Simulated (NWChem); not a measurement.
System: C₂H₈OSi; SMILES CC[SiH2]O

Output (shortened):

```
             Northwest Computational Chemistry Package (NWChem) 7.3.0
             --------------------------------------------------------

                             Geometry "geometry" -> ""
                             -------------------------

 Output coordinates in angstroms (scale by  1.889725989 to convert to a.u.)

  No.       Tag          Charge          X              Y              Z
 ---- ---------------- ---------- -------------- -------------- --------------
    1 Si                  14.0000     0.49662000    -0.76169700     0.12717200
    2 O                    8.0000    -0.91716400    -1.55332500    -0.29129900
    3 C                    6.0000     0.52457900     1.04446500    -0.42076100
    4 C                    6.0000    -0.58142100     1.91753800     0.19953100
    5 H                    1.0000     1.57558600    -1.52348100    -0.55144300
    6 H                    1.0000     0.71116100    -0.80880400     1.60719200
    7 H                    1.0000    -1.71717600    -1.27911300     0.17714400
    8 H                    1.0000     0.46092300     1.07981300    -1.51685100
    9 H                    1.0000     1.51313400     1.45311700    -0.16268800
   10 H                    1.0000    -0.51650400     1.92967100     1.29447100
   11 H                    1.0000    -0.51839700     2.95672300    -0.14422700
   12 H                    1.0000    -1.57909300     1.54858200    -0.06917500

 Effective nuclear repulsion energy (a.u.)     174.6130980685

                                 NWChem DFT Module
                                 -----------------

 Summary of "ao basis" -> "ao basis" (spherical)
 ------------------------------------------------------------------------------
       Tag                 Description            Shells   Functions and Types
 ---------------- ------------------------------  ------  ---------------------
 Si                         def2-svp                 8       18   4s3p1d
 O                          def2-svp                 6       14   3s2p1d
 C                          def2-svp                 6       14   3s2p1d
 H                          def2-svp                 3        5   2s1p

 in cosmo_initialize ...
 calling solv_data for solv:dcm

[...]

                                COSMO-SMD solvation results
                                ---------------------------

             internal energy in gas <Psi(g)|H|Psi(g)> =      -445.534959662517
         internal energy in solvent <Psi(s)|H|Psi(s)> =      -445.534426973618
                               delta internal energy  =         0.000532688898 (    0.33 kcal/mol)
   total free energy in solvent <Psi(s)|H+V/2|Psi(s)> =      -445.540696847011
 polarization energy contribution <Psi(s)|V/2|Psi(s)> =        -0.006269873393 (   -3.93 kcal/mol)
    total free energy in solvent including G(SMD-CDS) =      -445.542466036978
                       G(SMD-CDS) energy contribution =        -0.001769189966 (   -1.11 kcal/mol)
     1 M fixed-concentration free energy of solvation =        -0.007506374461 (   -4.71 kcal/mol)

                       DFT Final Molecular Orbital Analysis
                       ------------------------------------

 Vector   19  Occ=2.000000D+00  E=-4.095807D-01
              MO Center= -8.3D-02,  1.1D+00, -1.3D-01, r^2= 3.3D+00
   Bfn.  Coefficient  Atom+Function         Bfn.  Coefficient  Atom+Function
  ----- ------------  ---------------      ----- ------------  ---------------
    76     -0.244466   8 H  s                86     -0.239433  10 H  s
    38      0.236202   3 C  pz               52     -0.231567   4 C  pz
    81      0.222054   9 H  s                96      0.205486  12 H  s
    36      0.180361   3 C  px               50     -0.166426   4 C  px
    23      0.151889   2 O  py               24     -0.146386   2 O  pz

 Vector   20  Occ=2.000000D+00  E=-3.771872D-01
              MO Center=  5.4D-01, -9.1D-01,  2.6D-01, r^2= 3.2D+00
   Bfn.  Coefficient  Atom+Function         Bfn.  Coefficient  Atom+Function
  ----- ------------  ---------------      ----- ------------  ---------------
    66      0.293772   6 H  s                61     -0.283683   5 H  s
    24     -0.262882   2 O  pz               62     -0.227244   5 H  s
    67      0.219992   6 H  s                10      0.202209   1 Si pz
    27     -0.196213   2 O  pz                9      0.123352   1 Si py
     7     -0.109603   1 Si pz               51      0.101679   4 C  py

 Vector   21  Occ=2.000000D+00  E=-3.401605D-01
              MO Center=  2.0D-01,  2.0D-01, -7.8D-02, r^2= 3.5D+00
   Bfn.  Coefficient  Atom+Function         Bfn.  Coefficient  Atom+Function
  ----- ------------  ---------------      ----- ------------  ---------------
    37      0.349427   3 C  py               40      0.237642   3 C  py
    23      0.235590   2 O  py                9     -0.211356   1 Si py
    26      0.190101   2 O  py               35     -0.180223   3 C  s
    91     -0.164545  11 H  s                66      0.161740   6 H  s
    24     -0.159111   2 O  pz               51     -0.150113   4 C  py

 Vector   22  Occ=0.000000D+00  E= 7.646077D-02
              MO Center= -3.3D-01, -4.0D-01,  1.8D-01, r^2= 5.1D+00
   Bfn.  Coefficient  Atom+Function         Bfn.  Coefficient  Atom+Function
  ----- ------------  ---------------      ----- ------------  ---------------
    11      0.910343   1 Si px               49      0.769013   4 C  s
    21      0.760292   2 O  s                72     -0.444794   7 H  s
    97     -0.421041  12 H  s                92     -0.417731  11 H  s
    62     -0.369892   5 H  s                87     -0.239129  10 H  s
    67     -0.203158   6 H  s                12      0.200264   1 Si py

[...]
```

Level: M05-2X/def2-SVP, SMD on the gas-phase geometry. Geometry: optimised at B3LYP/6-31G* (spherical d). Solvent: dichloromethane.

Which NWChem input produces such a log?

Several could match; the one computed here: the input that was run:
```
start job
memory heap 200 mb stack 900 mb global 1100 mb
geometry units angstroms noautosym nocenter noautoz
  Si     0.496620    -0.761697     0.127172
  O     -0.917164    -1.553325    -0.291299
  C      0.524579     1.044465    -0.420761
  C     -0.581421     1.917538     0.199531
  H      1.575586    -1.523481    -0.551443
  H      0.711161    -0.808804     1.607192
  H     -1.717176    -1.279113     0.177144
  H      0.460923     1.079813    -1.516851
  H      1.513134     1.453117    -0.162688
  H     -0.516504     1.929671     1.294471
  H     -0.518397     2.956723    -0.144227
  H     -1.579093     1.548582    -0.069175
end
basis spherical
  * library def2-svp
end
dft
  xc m05-2x
  iterations 150
end
cosmo
  do_cosmo_smd true
  solvent dcm
end
task dft energy
```
